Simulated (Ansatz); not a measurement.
The cluster Au3S⁺, relaxed as a singlet with RKS r2SCAN-D4/def2-SVP in Ansatz, starting from the GFN2-xTB geometry. Force threshold 0.02 eV/Å.

In the def2 sets Au takes a core potential; there is no spin–orbit coupling. The structure comes from a short search, and lower isomers may exist.

Start:

```xyz
4

Au   -0.764    1.927    0.240
Au   -1.316   -1.621   -0.062
Au    1.951   -0.350    0.599
S     0.129    0.044   -0.777
```

```tsv
step	energy (eV)	largest force component (eV/Å)	SCF passes
1	-21910.6028	0.567	18
2	-21910.6661	0.059	26
3	-21910.6682	0.034	20
4	-21910.6685	0.007	20
```

Force components are those of the run's own axes.

End:

| atom | x (Å) | y (Å) | z (Å) |
| --- | --- | --- | --- |
| Au1 | -0.743 | 1.819 | 0.263 |
| Au2 | -1.262 | -1.530 | -0.022 |
| Au3 | 1.856 | -0.337 | 0.603 |
| S4 | 0.149 | 0.048 | -0.844 |

By distances, no bond broke or formed. The bond that changes most is Au1–S4, from 2.32 to 2.27 Å (atoms count from 1).

No frequencies were taken in this run, so the end may be a saddle point.

It took 7 s on 4 threads of Arm Neoverse V2 on a shared host.
